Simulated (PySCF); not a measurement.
Computed with UB3LYP/[Ir def2-SVP with ECP60, Cl def2-SVP], scalar-relativistic core potentials, density fitting, no spin–orbit coupling, PySCF.

```xyz
3
charge 1 multiplicity 5, angstrom
Ir    0.0000    0.0000    0.0000
Cl    0.0000    0.0000    2.2165
Cl    0.0000    0.0000   -2.2165
```

[IrCl2]+ (quintet), along the line from Ir1 (at 0) through Cl2 (at 2.217 Å). Core electrons replaced by a potential are absent, the electrostatic potential uses the reduced nuclear charge, and values within about 0.7 Å of such atoms have no physical meaning.

Task: Tabulate the fields along this line at 0.78, 1.00, 1.22, 1.44, 1.66, 1.88, 2.11, 2.44, 2.66, 2.88, 3.10, 3.32, 3.55 Å.

Result: 
```csv
distance (Å),electron density (e/Å³),spin density (e/Å³),electron localisation function,electrostatic potential (V)
0.78,2.06,0.344,0.41,50.7
1.00,0.872,0.0696,0.226,27.9
1.22,0.869,-0.000884,0.573,22.5
1.44,1.4,-0.0191,0.825,31.6
1.66,2.04,-0.0193,0.341,68.7
1.88,9.32,-0.00395,0.395,190
2.11,188,0.0212,0.444,1200
2.44,50.3,0.00946,0.859,384
2.66,2.8,0.0057,0.0933,109
2.88,1.5,0.00415,0.781,42.6
3.10,0.71,0.000675,0.88,19.3
3.32,0.281,-8.45e-05,0.79,10.6
3.55,0.113,-9.47e-05,0.593,6.99
```

On a grid of 0.11 Å the density has a local minimum along the bond near 1.11 Å from Ir, at 0.79 e/Å³, where the ELF is 0.33.

With open d or f shells other occupations or spin states may lie lower. Spin–orbit coupling, left out here, can matter for elements this heavy.
